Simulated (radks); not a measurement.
Ionisation of the zinc ion Zn13+, [Ne] 3s2 3p5, to [Ne] 3s2 3p4 as the strength of local exchange is varied. Calculated with a radial shooting solver on a logarithmic mesh with Libxc functionals: Dirac Kohn-Sham, Slater X-alpha exchange (alpha = 2/3 is LDA exchange), no correlation, spin-unpolarised, spherical densities, finite nucleus; open shells fill j = l - 1/2 first; Fermi nuclear charge, rms radius 3.9283 fm.

| alpha | E(Zn13+) (hartree) | exchange (hartree) | IE (eV) | -e of the level emptied (eV) | <r> of it (bohr) |
|---|---|---|---|---|---|
| 0.599 | -1709.77478 | -48.07756 | 448.99 | 430.23 (3p3/2) | 0.6002 |
| 0.601 | -1709.93531 | -48.24128 | 449.11 | 430.35 (3p3/2) | 0.6001 |
| 0.667 | -1715.23882 | -53.65617 | 453.06 | 434.29 (3p3/2) | 0.5978 |
| 0.727 | -1720.07026 | -58.59894 | 456.66 | 437.89 (3p3/2) | 0.5957 |
| 0.752 | -1722.08618 | -60.66409 | 458.17 | 439.40 (3p3/2) | 0.5948 |
| 0.779 | -1724.26525 | -62.89819 | 459.80 | 441.02 (3p3/2) | 0.5939 |
| 0.801 | -1726.04223 | -64.72143 | 461.13 | 442.35 (3p3/2) | 0.5931 |

NIST Atomic Spectra Database: 453.4 eV (semi-empirical). The Delta-SCF value meets it near alpha = 0.67. Spin polarisation and multiplet splitting are left out, so open shells lie too high by an amount that depends on their filling.

Beside tabulated values, note that spin-unpolarised runs miss the spin-polarisation part of the exchange energy of open shells.
